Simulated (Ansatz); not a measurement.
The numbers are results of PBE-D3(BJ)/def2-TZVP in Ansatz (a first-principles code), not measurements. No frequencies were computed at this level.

Ansatz 0.2 input:
```yaml
crystal:
  periodic: [false, false, false]
  atoms:
    - { symbol: Br, position_ang: [-1.006912, -1.541969, -0.08973] }
    - { symbol: C, position_ang: [0.000917, -0.000035, 0.278544] }
    - { symbol: Br, position_ang: [-0.832394, 1.642756, -0.08991] }
    - { symbol: Br, position_ang: [1.838389, -0.100752, -0.098904] }
basis:
  gaussian: { orbitals: def2-tzvp }
hamiltonian:
  xc: pbe
  dispersion: d3bj
relax:
  max_steps: 150
magnetization:
  spin_polarized: true
  initial_magnetization: 1
```

Output:

```
Functional definition: PBE
1308 factors; their error is unknown
mean field evaluation 1: about -211137.9289 eV, gradient 3.1e1 eV
mean field evaluation 2: about -211115.9621 eV, gradient 6.7e1 eV
mean field evaluation 4: about -211141.9506 eV, gradient 2.4e0 eV
mean field evaluation 8: about -211141.9711 eV, gradient 6.8e-2 eV
mean field evaluation 16: about -211141.9019 eV, gradient 1.3e-4 eV
mean field -211141.90194693 eV, -7759.3217794284 hartree, gradient 3.6e-5 eV, S^2 0.753053; 0 other end points of the search recorded, 0 dependent functions left out
reference -211141.90198021 eV, -7759.3217806513 hartree; 56, 55 occupied and 119, 120 virtual orbitals, 1308 factors
relax step   1: F+E_penalty+E_count = -211142.05387028 eV  Δ(F+E_penalty+E_count) = +0.000e0 eV  max|allowed force component| = 2.430e-1 eV/Å  Δτ_max = 0.0000 Å  (32 SCF iters, accepted)
these checks for a lower state are left out or cut short: starts, cluster_reference, orbital_swaps, neighbouring_geometries, increment
1308 factors; their error is unknown
mean field -211141.90813177 eV, -7759.3220067169 hartree, gradient 1.8e-5 eV, S^2 0.753256; 0 other end points of the search recorded, 0 dependent functions left out
reference -211141.90816514 eV, -7759.3220079434 hartree; 56, 55 occupied and 119, 120 virtual orbitals, 1308 factors
relax step   2: F+E_penalty+E_count = -211142.05906494 eV  Δ(F+E_penalty+E_count) = -5.195e-3 eV  max|allowed force component| = 9.336e-2 eV/Å  Δτ_max = 0.0495 Å  (34 SCF iters, accepted)
these checks for a lower state are left out or cut short: starts, cluster_reference, orbital_swaps, neighbouring_geometries, increment
1308 factors; their error is unknown
mean field evaluation 32: about -211141.9096 eV, gradient 1.9e-3 eV
mean field -211141.90961628 eV, -7759.3220612716 hartree, gradient 2.6e-5 eV, S^2 0.753180; 0 other end points of the search recorded, 0 dependent functions left out
reference -211141.90964963 eV, -7759.3220624972 hartree; 56, 55 occupied and 119, 120 virtual orbitals, 1308 factors
relax step   3: F+E_penalty+E_count = -211142.06084668 eV  Δ(F+E_penalty+E_count) = -1.782e-3 eV  max|allowed force component| = 1.526e-2 eV/Å  Δτ_max = 0.0170 Å  (35 SCF iters, accepted)
these checks for a lower state are left out or cut short: starts, cluster_reference, orbital_swaps, neighbouring_geometries, increment
1308 factors; their error is unknown
mean field -211141.90962254 eV, -7759.3220615018 hartree, gradient 2.1e-5 eV, S^2 0.753173; 0 other end points of the search recorded, 0 dependent functions left out
reference -211141.90965589 eV, -7759.3220627273 hartree; 56, 55 occupied and 119, 120 virtual orbitals, 1308 factors
relax step   4: F+E_penalty+E_count = -211142.06087107 eV  Δ(F+E_penalty+E_count) = -2.438e-5 eV  max|allowed force component| = 8.244e-3 eV/Å  Δτ_max = 0.0022 Å  (26 SCF iters, accepted)
1308 factors; their error is unknown
mean field -211141.90962254 eV, -7759.3220615018 hartree, gradient 2.2e-5 eV, S^2 0.753173; 1 other end points of the search recorded, 0 dependent functions left out
reference -211141.90965589 eV, -7759.3220627273 hartree; 56, 55 occupied and 119, 120 virtual orbitals, 1308 factors
Total energy: -211142.06090441 eV, -7759.3276210081 hartree
Atom 0 at    -1.014500    -1.553645    -0.079595 Å, force    -0.004538    -0.006941    -0.002027 eV/Å
Atom 1 at     0.000815    -0.000035     0.248210 Å, force     0.000037     0.000026     0.006113 eV/Å
Atom 2 at    -0.838648     1.655187    -0.079777 Å, force    -0.003744     0.007371    -0.002023 eV/Å
Atom 3 at     1.852333    -0.101507    -0.088839 Å, force     0.008244    -0.000456    -0.002063 eV/Å
Dipole moment:    -0.000170     0.000004    -0.051339 e Å
```

Cost: roughly 50 core-seconds.
